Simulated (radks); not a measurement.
Q: Ta+, 72 electrons, occupied as [Xe] 4f14 5d3 6s1. All-electron calculation, scalar-relativistic Kohn-Sham, BLYP, spin-unpolarised, spherical densities, finite nucleus; Fermi nuclear charge, rms radius 5.3507 fm. Program: a radial shooting solver on a logarithmic mesh with Libxc functionals. Some entries of the table are withheld. Estimate them.

| orbital | occ. | eigenvalue (hartree) | <1/r> (bohr^-1) |
|---|---|---|---|
| 1s | 2 | -2475.465 | (1) |
| 2s | 2 | -425.5560 | 19.96 |
| 2p | 6 | -373.0661 | 18.15 |
| 3s | 2 | -97.68063 | 7.387 |
| 3p | 6 | -82.06249 | 6.836 |
| 3d | 10 | -63.80971 | 6.464 |
| 4s | 2 | -20.11256 | 3.135 |
| 4p | 6 | -14.98743 | 2.851 |
| 4d | 10 | -8.42112 | 2.532 |
| 5s | 2 | -2.94149 | 1.212 |
| 5p | 6 | (2) | 1.013 |
| 4f | 14 | (3) | 2.002 |
| 6s | 1 | -0.42665 | (4) |
| 5d | 3 | -0.38220 | 0.6202 |

A: 
(1) 1s <1/r> (bohr^-1): 85.40
(2) 5p eigenvalue (hartree): -1.70769
(3) 4f eigenvalue (hartree): -1.16560
(4) 6s <1/r> (bohr^-1): 0.4102
